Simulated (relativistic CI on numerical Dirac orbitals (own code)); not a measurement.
A reference radial Dirac CI calculation of Ne2+ gave the lowest total energy -126.49058 Ha in 31 SCF steps, from this input:

```
atom Ne  Z=10  charge=2  electrons=8
nucleus A=20  rms_radius_fm=3.0055
hamiltonian dirac-coulomb  breit=on  qed=on  c_scale=1
orbitals kli  potential=per-configuration
slater_scale 1
correlation none
mixing on
grid step=0.0125 r_max=24.9
scf mixing=0.4 start=green max_iterations=150 tolerance=2e-08 node_fill=0.05
configurations
  [He] 2s2 2p4
  [He] 2s 2p5
  [He] 2p6
end
```

One setting was then changed (and the iteration limit cut to 79), and the output read:

```
SCF 1: [He] 2s2 2p4
 iter      energy (Ha)   residual   last orbital (Ha)
    1      -125.004583   1.05e+00     -3.95221
    2      -126.252467   4.85e-01     -2.96075
    3      -126.401402   2.52e-02     -2.27589
    4      -126.430078   2.27e-02     -2.32873
    5      -126.424212   1.94e-03     -2.30215
    6      -126.423820   6.99e-04     -2.29969
    7      -126.423559   2.93e-05     -2.29843
    8      -126.423547   1.85e-06     -2.29838
    9      -126.423546   7.68e-07     -2.29838
   10      -126.423546   1.01e-09     -2.29838
SCF 2: [He] 2s 2p5
 iter      energy (Ha)   residual   last orbital (Ha)
    1      -123.738132   1.06e+00     -3.95221
    2      -125.188509   4.72e-01     -2.92741
    3      -125.382358   3.07e-02     -2.25513
    4      -125.411205   2.15e-02     -2.31534
    5      -125.406949   1.46e-03     -2.29001
    6      -125.406802   1.03e-03     -2.28938
    7      -125.406465   2.92e-05     -2.28741
    8      -125.406473   8.90e-07     -2.28746
    9      -125.406473   9.89e-08     -2.28746
   10      -125.406473   8.75e-10     -2.28746
SCF 3: [He] 2p6
 iter      energy (Ha)   residual   last orbital (Ha)
    1      -122.231678   1.06e+00     -3.95221
    2      -123.921216   4.52e-01     -2.89475
    3      -124.177984   3.46e-02     -2.24129
    4      -124.203577   2.29e-02     -2.30865
    5      -124.199684   3.28e-03     -2.27603
    6      -124.200187   9.11e-04     -2.27968
    7      -124.199989   2.59e-05     -2.27795
    8      -124.199996   8.20e-06     -2.27800
    9      -124.199994   3.74e-07     -2.27799
   10      -124.199994   1.07e-08     -2.27799
orbital energies (Ha): 1s -32.1343  2s -3.1838  2p1/2 -2.3028  2p3/2 -2.2984
configuration averages (Ha): Dirac-Coulomb, Breit, QED
  2s2 2p4                       -126.423546    0.015758    0.010690
  2s 2p5                        -125.406473    0.015808    0.010386
  2p6                           -124.199994    0.015957    0.010087
levels: no., configuration, term, J, E (cm-1), weight
   1 2s2 2p4                3P   2                0.0  1.00
   2 2s2 2p4                3P   1              674.4  1.00
   3 2s2 2p4                3P   0              969.1  1.00
   4 2s2 2p4                1D   2            26728.9  1.00
   5 2s2 2p4                1S   0            50939.8  0.97
   6 2s 2p5                 3P*  2           212258.2  1.00
   7 2s 2p5                 3P*  1           212871.2  1.00
   8 2s 2p5                 3P*  0           213201.7  1.00
   9 2s 2p5                 1P*  1           309079.3  1.00
  10 2p6                    1S   0           516899.5  0.97
lowest total energy -126.458771 Ha
end: converged
```

(1) Which setting was changed?
A. speed of light
B. configuration list
C. node fill of the KLI weights
D. charge

Results:

(1) C. The node fill of the KLI weights 5. This setting is bad on purpose; its numbers may not be properties of the ion.
